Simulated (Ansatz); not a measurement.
C9H21ClGeO3⁺, that is GeCl(OiPr)3 with one electron fewer. The state is a doublet with charge 1. Geometry r2SCAN-D4/def2-SVP, that of the neutral singlet.

```csv
atom,x (Å),y (Å),z (Å)
Ge1,0.310,-0.567,-0.830
Cl2,0.165,-1.689,-2.662
O3,-1.331,-0.261,-0.259
C4,-2.324,-1.300,-0.175
C5,-3.670,-0.605,-0.094
C6,-2.048,-2.198,1.022
H7,-2.285,-1.905,-1.102
H8,-3.715,0.026,0.808
H9,-4.487,-1.341,-0.048
H10,-3.824,0.038,-0.974
H11,-1.052,-2.662,0.945
H12,-2.080,-1.609,1.952
H13,-2.799,-3.001,1.089
O14,1.084,0.986,-1.061
C15,0.509,1.988,-1.926
C16,1.667,2.754,-2.538
C17,-0.437,2.868,-1.125
H18,-0.056,1.485,-2.737
H19,2.263,3.231,-1.743
H20,1.301,3.537,-3.219
H21,2.323,2.074,-3.101
H22,-1.246,2.264,-0.688
H23,0.113,3.361,-0.307
H24,-0.882,3.647,-1.764
O25,1.317,-1.501,0.262
C26,2.053,-0.824,1.305
C27,3.025,-1.844,1.866
C28,1.104,-0.268,2.356
H29,2.617,0.012,0.850
H30,2.474,-2.692,2.303
H31,3.654,-1.392,2.649
H32,3.677,-2.230,1.069
H33,0.395,0.450,1.913
H34,0.523,-1.084,2.817
H35,1.663,0.254,3.148
```

Single mean-field runs in def2-TZVP are fitted with def2-universal-jkfit. At PBE-D4/def2-TZVP the gap within one spin of the charge 1 doublet nearly closes, so an electron or hole may be smeared out by delocalisation error.

(1) Estimate the α-spin orbital energies around the gap (eV) in Ansatz with PBE-D4/def2-TZVP, PBE0-D4/def2-TZVP, ωB97M-V/def2-TZVP.

## Answers

(1) 
```csv
orbital,PBE-D4/def2-TZVP,PBE0-D4/def2-TZVP,ωB97M-V/def2-TZVP
HOMO−5,-11.77,-13.29,-15.51
HOMO−4,-11.63,-13.21,-15.45
HOMO−3,-11.51,-13.13,-15.36
HOMO−2,-11.40,-13.01,-15.08
HOMO−1,-11.33,-12.71,-14.61
HOMO,-11.30,-12.57,-14.31
LUMO,-5.69,-4.67,-2.76
LUMO+1,-3.58,-2.64,-1.15
LUMO+2,-3.29,-2.39,-0.84
LUMO+3,-3.18,-2.30,-0.69
LUMO+4,-2.89,-2.06,-0.37
LUMO+5,-2.42,-1.56,-0.07
β HOMO,-11.01,-12.05,-14.25
β LUMO,-10.95,-10.95,-9.60
```
